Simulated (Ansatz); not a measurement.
Reaction (formal loss of a carbene): `O[CH2][Zn][SH]` → `[CH2]` (triplet) + `[OH][Zn][SH]`

Calculated with Ansatz (gas phase, PBE0-D4/def2-TZVP geometries, no zero-point term in ΔE). CBS: MP2 limit from def2 TZ/QZ plus the TZ coupled-cluster correction, frozen cores. This one scheme is used for every species. DFT in def2-TZVPP. Triplets are unrestricted, without spin–orbit coupling. For Zn outer-core shells are correlated without core-valence functions, which leaves a few kJ/mol of doubt a bond. Scalar relativity is left out up to krypton. One conformer a species, not always the lowest.

`O[CH2][Zn][SH]`:

Cartesian coordinates in Å:
```
O -2.008 0.219 0.028
C -0.755 0.551 0.617
Zn 0.800 0.026 -0.476
S 2.461 -0.565 -1.759
H -2.107 -0.735 0.034
H -0.676 0.165 1.641
H -0.743 1.641 0.702
H 3.028 -1.302 -0.788
```

`[CH2]` (triplet):

Cartesian coordinates in Å:
```
C -0.169 -0.058 -0.211
H -0.502 0.793 0.363
H 0.671 -0.734 -0.152
```

`[OH][Zn][SH]`:

```xyz
5

O    -1.660    0.864   -0.160
Zn   -0.017    0.263    0.128
S     2.024   -0.341    0.426
H    -2.364    0.363    0.255
H     2.017   -1.148   -0.649
```

```
          species  PBE-D4 energy (Eh)
 `O[CH2][Zn][SH]`         -2292.83269
`[CH2]` (triplet)           -39.10563
   `[OH][Zn][SH]`         -2253.60332
```

(1) Work out ΔE.

Largest T1 diagnostic among the species: 0.016.

Results:

(1) ΔE = (-39.10563) + (-2253.60332) − (-2292.83269) = 0.12374 Eh = +77.6 kcal/mol. CCSD(T)/CBS gives +71.3 kcal/mol.

In def2-TZVPP, CCSD(T) changes the Hartree–Fock value by +33.4 kcal/mol (the triples alone add +2.9 kcal/mol) and MP2 by +34.8 kcal/mol. From PBE to PBE0 (25 % exact exchange), in def2-TZVPP and without D4, ΔE moves by −3.3 kcal/mol. The D4 term adds +1.8 kcal/mol with B3LYP and +0.9 kcal/mol with PBE0; it sums over pairs of atoms, weighted by their polarisabilities, and B3LYP, whose exchange is more repulsive, gets the larger term.

B3LYP here is the variant with VWN-RPA as its local correlation; programs differ in this.
